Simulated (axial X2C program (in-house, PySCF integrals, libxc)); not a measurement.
**NiB: a run with one poor setting**

All values were computed with an in-house relativistic program for diatomic molecules. Spin-free means the one-electron spin-free X2C Hamiltonian. Basis: Ni dyall-v3z [9s9p6d3f2g], B dyall-v3z [7s6p2d1f] (cores contracted in-house); Gaussian nuclei, density fitting, unrestricted open shells. Masses: Ni 57.935 u, B 11.009 u.

One setting of this run was spoiled on purpose, so its numbers are not properties of NiB. Level: MP2, without spin–orbit coupling; state M_S = 1/2, Λ = 2 (beyond evenly filled blocks: δ+α, δ+β, δ-α).

```json
{"R (Å)": "1.640", "E − E(lowest point) (eV)": "0.2206"}
{"R (Å)": "1.715", "E − E(lowest point) (eV)": "0.0487"}
{"R (Å)": "1.772", "E − E(lowest point) (eV)": "0.0000"}
{"R (Å)": "1.828", "E − E(lowest point) (eV)": "0.0017"}
{"R (Å)": "1.885", "E − E(lowest point) (eV)": "0.0420"}
{"R (Å)": "1.951", "E − E(lowest point) (eV)": "0.1256"}
{"R (Å)": "2.017", "E − E(lowest point) (eV)": "0.2382"}
{"R (Å)": "2.102", "E − E(lowest point) (eV)": "0.4119"}
{"R (Å)": "2.205", "E − E(lowest point) (eV)": "0.6515"}
{"R (Å)": "2.356", "E − E(lowest point) (eV)": "1.0198"}
```

Fit: Re 1.797 Å, ωe 639.1 cm⁻¹, residual 0.058 microhartree, De 2.58 eV.

13 electrons were correlated into 123 virtual spinors.

Problem. Which setting was spoiled?
A. too few iterations allowed
B. density fitting set too sparse
C. an excited determinant was followed
D. integration grid too coarse
E. virtual space cut too low

Solution. E. Virtual space cut too low: only virtuals below 3 hartree against the usual 25.
